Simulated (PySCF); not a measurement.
**Fractional electron number in Lu+ (lutetium, charge +1)**

The 6s beta orbital of [Xe] 4f14 6s2 is emptied in steps (occupation f), with all orbitals relaxed, ending at [Xe] 4f14 6s1. Calculation: PySCF 2.14, in def2-TZVP with the def2 core potential (28 electrons) (10s8p5d4f1g, 96 functions); scalar relativity through the core potential. The exact energy is a straight line in f; departures are measured from the line between the end points of the same method.

```json
{"f": "1", "PBE0 (eV)": "0.000", "r2SCAN (eV)": "0.000"}
{"f": "0.9", "PBE0 (eV)": "-0.197", "r2SCAN (eV)": "-0.233"}
{"f": "0.7", "PBE0 (eV)": "-0.460", "r2SCAN (eV)": "-0.536"}
{"f": "0.5", "PBE0 (eV)": "-0.548", "r2SCAN (eV)": "-0.625"}
{"f": "0.3", "PBE0 (eV)": "-0.459", "r2SCAN (eV)": "-0.513"}
{"f": "0.1", "PBE0 (eV)": "-0.192", "r2SCAN (eV)": "-0.215"}
{"f": "0", "PBE0 (eV)": "0.000", "r2SCAN (eV)": "0.000"}
```

```csv
method,E(f=0) − E(f=1) (eV),−ε at f=1 (eV),−ε at f=0.5 (eV)
PBE0,13.900,11.713,13.901
r2SCAN,13.763,11.159,13.832
```

Orbital energy along the path (eV):

```
  f     PBE0   r2SCAN
  1  -11.713  -11.159
0.9  -12.148  -11.707
0.7  -13.022  -12.786
0.5  -13.901  -13.832
0.3  -14.789  -14.801
0.1  -15.669  -15.692
  0  -15.841  -16.064
```

Reference removal energy between the ground levels: 14.13 ± 0.05 eV (semi-empirical (NIST evaluation); NIST Atomic Spectra Database, ionization energies).
